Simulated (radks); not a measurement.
Question: The table gives one normalised radial function P(r) = r R(r) of Mn in [Ar] 3d5 4s1 4p1 (r in bohr). All-electron calculation, scalar-relativistic Kohn-Sham, PBE, spin-polarised, spherical densities, point nucleus; open shells are filled with parallel spins first. Program: a radial shooting solver on a logarithmic mesh with Libxc functionals.

| r | P |
|---|---|
| 0.00406 | 0.0030 |
| 0.005371 | 0.0051 |
| 0.007107 | 0.0087 |
| 0.009403 | 0.0146 |
| 0.01244 | 0.0243 |
| 0.01646 | 0.0401 |
| 0.02178 | 0.0652 |
| 0.02905 | 0.1052 |
| 0.03844 | 0.1631 |
| 0.05086 | 0.2437 |
| 0.06729 | 0.3466 |
| 0.08904 | 0.4611 |
| 0.1178 | 0.5588 |
| 0.1559 | 0.5889 |
| 0.2062 | 0.4864 |
| 0.2729 | 0.2031 |
| 0.364 | -0.2569 |
| 0.4816 | -0.7440 |
| 0.6372 | -1.0766 |
| 0.8431 | -1.1079 |
| 1.116 | -0.8624 |
| 1.476 | -0.5105 |
| 1.953 | -0.2240 |
| 2.584 | -0.0691 |
| 3.419 | -0.0137 |
| 4.56 | -0.0014 |
| 6.033 | -0.0001 |
| 7.983 | 0.0000 |
| 10.56 | 0.0000 |
| 13.98 | 0.0000 |

Which n and l does it have? It may be an empty orbital.

Answer: n = 3, l = 1: the number of nodes gives n - l - 1 = 1, the rise at small r (about r^(l+1)) gives l, and the extent must fit the shell. The curve is that of 3p up; the table hardly tells the two spins apart. 3p up: eigenvalue -57.395 eV, 1 radial node at r = 0.313 bohr, <r> = 0.904 bohr, 90 % of the charge inside 1.39 bohr.
